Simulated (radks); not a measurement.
Results of a calculation; reference values are marked as such.
All-electron atom: Nb+ in [Ar] 3d10 4s2 4p5 4d4 5d1 (not the ground configuration). Level of theory: scalar-relativistic Kohn-Sham, LDA (Slater exchange, Perdew-Wang correlation), spin-polarised, spherical densities, finite nucleus; open shells are filled with parallel spins first (spin-orbit coupling, left out, can overturn this in heavy ions); Fermi nuclear charge, rms radius 4.324 fm (a radial shooting solver on a logarithmic mesh with Libxc functionals).

Radial electron density D(r) = 4 pi r^2 rho(r):

| r (bohr) | D(r) (e/bohr) | spin D(r) |
|---|---|---|
| 0.004198 | 9.038 | -0.000272 |
| 0.005689 | 14.29 | -0.000378 |
| 0.007772 | 21.85 | -0.000419 |
| 0.01053 | 31.16 | -0.000137 |
| 0.01439 | 41.37 | 0.00119 |
| 0.0195 | 49.17 | 0.00509 |
| 0.02643 | 51.62 | 0.0146 |
| 0.03611 | 47.91 | 0.0350 |
| 0.04894 | 43.67 | 0.0684 |
| 0.06686 | 47.73 | 0.111 |
| 0.09061 | 59.32 | 0.144 |
| 0.1238 | 62.56 | 0.176 |
| 0.1678 | 48.97 | 0.302 |
| 0.2292 | 39.12 | 0.610 |
| 0.3106 | 46.00 | 0.771 |
| 0.421 | 43.71 | 0.345 |
| 0.5751 | 23.33 | 0.00665 |
| 0.7794 | 11.05 | 1.09 |
| 1.065 | 10.07 | 2.93 |
| 1.443 | 7.516 | 3.29 |
| 1.971 | 3.247 | 2.08 |
| 2.672 | 0.9714 | 0.827 |
| 3.65 | 0.2768 | 0.271 |
| 4.947 | 0.2144 | 0.214 |
| 6.705 | 0.1762 | 0.176 |
| 9.159 | 0.05856 | 0.0586 |
| 12.41 | 0.005960 | 0.00596 |
| 16.96 | 0.0001229 | 0.000123 |

D(r) has 5 maxima, at r = 0.0254, 0.112, 0.353, 1.01, 5.23 bohr, and minima at 0.0513, 0.227, 0.929, 4.57 bohr, inside which lie 2.04, 11.09, 29.63, 39.19 electrons.
